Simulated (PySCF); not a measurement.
Level of theory: PBE-D3(BJ)/def2-TZVP // B3LYP-D3(BJ)/def2-TZVP (PySCF 2.14.0). Isolated molecules, 0 K electronic values unless said otherwise. Excitations are Tamm–Dancoff values on a coarser integration grid. The basis has no diffuse functions, so Rydberg states are missing or too high.

Reference species (SMILES): `[SiH3][Al]([NH2])[SiH3]` (neutral, multiplicity 1).

```yaml
S1 oscillator strength: 0.000
LUMO: -2.18 eV
S1 excitation (TDA): 4.14 eV
HOMO: -6.08 eV
```

After one change: the S1 oscillator strength stays essentially unchanged; the LUMO rises by 1.68 eV; the S1 excitation (TDA) rises by 0.73 eV; the HOMO increases by 0.80 eV.

Name the change that produced these shifts. The new species is one of these.
(A) `[SiH3][Al]([SiH3])[SiH3]`
(B) `[NH2][Al]([NH2])[SiH3]`
(C) `[NH2][Al]([NH2])[NH2]`

C, `[NH2][Al]([NH2])[NH2]`
